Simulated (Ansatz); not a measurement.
One change: `C[SiH](C)[AlH2]` becomes `C[SiH](C)[AlH][Cl]`.

Ansatz, PBE0-D4/def2-TZVP geometries, multiplicity 1. Each molecule was computed in one conformer, which needn't be the lowest.

```json
{"property": "LUMO energy (PBE0/def2-TZVPP) / eV", "`C[SiH](C)[AlH2]`": "-1.89"}
{"property": "size of the dipole moment (B3LYP/def2-TZVPP) / D", "`C[SiH](C)[AlH2]`": "1.04"}
{"property": "HOMO–LUMO gap (PBE0/def2-TZVPP) / eV", "`C[SiH](C)[AlH2]`": "5.11"}
{"property": "HOMO energy (PBE0/def2-TZVPP) / eV", "`C[SiH](C)[AlH2]`": "-7.00"}
{"property": "LUMO energy (B3LYP/def2-TZVPP) / eV", "`C[SiH](C)[AlH2]`": "-2.08"}
{"property": "HOMO–LUMO gap (B3LYP/def2-TZVPP) / eV", "`C[SiH](C)[AlH2]`": "4.75"}
```

(1) Give the same properties after the change, and the shifts. (Best estimate.)

Answers

(1) The calculation gave: 
```
                                        property  `C[SiH](C)[AlH][Cl]`  shift
              LUMO energy (PBE0/def2-TZVPP) / eV                 -1.77   0.12
size of the dipole moment (B3LYP/def2-TZVPP) / D                  2.11   1.07
            HOMO–LUMO gap (PBE0/def2-TZVPP) / eV                  5.44   0.33
              HOMO energy (PBE0/def2-TZVPP) / eV                 -7.22  -0.22
             LUMO energy (B3LYP/def2-TZVPP) / eV                 -1.95   0.13
           HOMO–LUMO gap (B3LYP/def2-TZVPP) / eV                  5.10   0.35
```

With PBE0 the HOMO falls by 0.22 eV and the LUMO rises by 0.12 eV, so the gap widens by about 0.34 eV. PBE moves the HOMO by -0.19 eV and ωB97M-V by -0.21 eV. Dipoles are sizes alone; their direction can turn.

B3LYP here is the variant with VWN-RPA as its local correlation; programs differ in this.
